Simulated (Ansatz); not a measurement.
Input for Ansatz (a first-principles code): U-CCSD(T)/cc-pV(T+d)Z on C2H5Al (SMILES C=[CH][AlH2]), a point of a bond scan (R = 0.870 Å). Files ending in .json are basis or fitting sets from the Basis Set Exchange.

Ansatz 0.2 input:
```yaml
crystal:
  periodic: [false, false, false]
  atoms:
    - {symbol: Al, position_ang: [-0.13640480, 0.16293037, 1.16257739]}
    - {symbol: H, position_ang: [-0.81514489, 1.59101670, 1.21761631]}
    - {symbol: H, position_ang: [0.17826312, -0.64444815, 2.48571591]}
    - {symbol: C, position_ang: [0.29151772, -0.55237827, -0.58963342]}
    - {symbol: C, position_ang: [0.01802875, 0.14494252, -1.69877918]}
    - {symbol: H, position_ang: [0.75944852, -1.52587481, -0.73005893]}
    - {symbol: H, position_ang: [0.19695875, -0.14692826, -2.49850724]}
    - {symbol: H, position_ang: [-0.44827436, 1.12572183, -1.65786457]}
basis:
  gaussian:
    orbitals: cc-pV_T+d_Z.json
correlation: {method: ccsd_t, electrons: outside_noble_gas}
scf: {omitted_lower_state_checks: [cluster_reference]}
magnetization: {spin_polarized: true, initial_magnetization: 0}
```

Output:

```
WARN ansatz: RAYON_NUM_THREADS=1 ignored (pool sized by the plan → 1); use --threads N
Functional definition: HF
these checks for a lower state are left out or cut short: cluster_reference
integrals: 0.82 GiB planned
954 factors; integrals over basis functions are off by at most 1.7e-3 eV
mean field: 0.51 GiB planned
mean field evaluation 1: about -8719.4692 eV, gradient 2.0e1 eV
mean field evaluation 2: about -8719.4717 eV, gradient 2.0e1 eV
mean field evaluation 4: about -8721.7953 eV, gradient 1.8e0 eV
mean field evaluation 8: about -8721.8230 eV, gradient 6.1e-4 eV
mean field evaluation 16: about -8721.8135 eV, gradient 1.7e-1 eV
mean field -8721.82303836 eV, -320.5210847957 hartree, gradient 1.6e-6 eV, S^2 0.000000; 2 other end points of the search recorded, 0 dependent functions left out
7 core orbitals not correlated
reference -8721.82303836 eV, -320.5210847957 hartree; 8, 8 occupied and 154, 154 virtual orbitals, 954 factors
second order -11.05523876 eV of doubles, -0.00000000 eV of singles
coupled cluster: 2.03 GiB planned
cycle   1  -11.62266099 eV  change   -5.7e-1 eV  update   7.7e-2
cycle   2  -11.98310832 eV  change   -3.6e-1 eV  update   2.5e-2
cycle   3  -12.03854221 eV  change   -5.5e-2 eV  update   1.0e-2
cycle   4  -12.03704370 eV  change    1.5e-3 eV  update   2.9e-3
cycle   5  -12.03700321 eV  change    4.0e-5 eV  update   8.4e-4
cycle   6  -12.03696267 eV  change    4.1e-5 eV  update   3.1e-4
cycle   7  -12.03698237 eV  change   -2.0e-5 eV  update   1.0e-4
cycle   8  -12.03701662 eV  change   -3.4e-5 eV  update   4.4e-5
cycle   9  -12.03701506 eV  change    1.6e-6 eV  update   9.7e-6
perturbative correction -0.48617187 eV, -0.0178664865 hartree
Total energy: -8734.34622528 eV, -320.9813034266 hartree
Checks for a lower state left out: cluster_reference
```

The run converged.

Cost: about 60 core-seconds (a rough figure).
